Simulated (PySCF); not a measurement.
**How methods differ on the excitation energy of Lu²⁺**

Lu²⁺ [Xe] 4f14 6s1 (2S) → Lu²⁺ [Xe] 4f14 6p1 (2P), as a difference of total energies. Computed with PySCF 2.14 in ANO-RCC-VTZP (8s7p5d3f2g1h, 104 functions), with the spin-free X2C one-electron Hamiltonian (Gaussian nucleus). Correlated levels: valence: [Kr] 4d10 frozen; valence and next inner shell: [Ar] 3d10 frozen. The calculations carry no spin-orbit coupling.

```tsv
method	excitation energy (eV)
UHF	4.922
LDA	5.259
PBE	5.055
PBE0	5.026
r2SCAN	4.905
PW91	5.072
B3LYP	5.158
MP2 (valence)	5.321
SCS-MP2 (valence)	5.240
MP2 (valence and next inner shell)	5.339
SCS-MP2 (valence and next inner shell)	5.256
```

Task: How much does correlation contribute at MP2 (valence and next inner shell)?

Result: 5.339 − (4.922) = 0.417 eV, measured against UHF.

A first-order spin-orbit estimate (lowest level to lowest level, LS coupling) adds -0.362 eV.

The basis was made for the ground configuration and has no added diffuse functions, so the excitation energy can come out too high.
